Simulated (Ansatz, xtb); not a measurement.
## Ranking isomers of C5H2F3N

3 gas-phase structures of C5H2F3N, from a drawn sample of its isomers (lower ones may exist). Each was relaxed with GFN2-xTB:

A. `N#CCC#CC(F)(F)F`, a singlet
B. `N#CC#CCC(F)(F)F`, a singlet
C. `C#C[C@@H](C#N)C(F)(F)F`, a singlet

Q: Estimate their order in r2SCAN-D4/def2-SVP energy at these geometries, lowest first.

A: Calculated order at r2SCAN-D4/def2-SVP: B (0.0), A (59.8), C (66.2) kJ/mol.

Energies above the lowest of each column, in kJ/mol; the last columns are at B3LYP-D3(BJ)/def2-SVP geometries:

```
structure  GFN2-xTB  HF/STO-3G  r2SCAN-D4/def2-SVP  B3LYP-D3(BJ)/def2-SVP  CCSD(T)/def2-SVP + ΔMP2/def2-TZVPP
        B       0.0        0.0                 0.0                    0.0                                 0.0
        A      23.0       37.4                59.8                   53.2                                41.2
        C      41.0       52.3                66.2                   57.9                                39.4
```

Every level run on B puts it lowest or level with the lowest. CCSD(T)/def2-SVP + ΔMP2/def2-TZVPP orders those it was run on as B (0.0), C (39.4), A (41.2) kJ/mol. Less than 1 kcal/mol parts C and A, so the order within that pair means little. ΔMP2 is the change of the MP2 energy from the smaller to the larger basis.

Programs: Ansatz 0.2.0, xtb 6.7.1.
